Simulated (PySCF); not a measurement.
germyloxygermane (Ge2H6O), SMILES [GeH3][O][GeH3].

Geometry: PBE0-D3(BJ)/def2-SVP.

Two levels are set side by side: PBE/def2-TZVP (PySCF) and ωB97X/def2-TZVP (PySCF). Same geometry, gas phase. Differences are taken from unrounded values.

| quantity | ωB97X | PBE | PBE minus ωB97X |
|---|---|---|---|
| orbital gap (eV) | 12.32 | 5.57 | -6.75 |
| highest occupied level (eV) | -10.60 | -6.70 | 3.89 |
| lowest empty level (eV) | 1.73 | -1.13 | -2.86 |
| dipole moment (D) | 0.88 | 0.73 | -0.15 |
| mean polarisability (bohr³) | 63.0 | 66.1 | 3.1 |

Without exact exchange PBE keeps part of each electron's self-repulsion, which lifts occupied levels and narrows the gap. PBE's more diffuse valence density responds more strongly to a field. Differences between two approximate levels are no errors against the true value.

Rough cost on one machine, each run with all the roots and properties that it gave: ωB97X against PBE within a factor of 2.
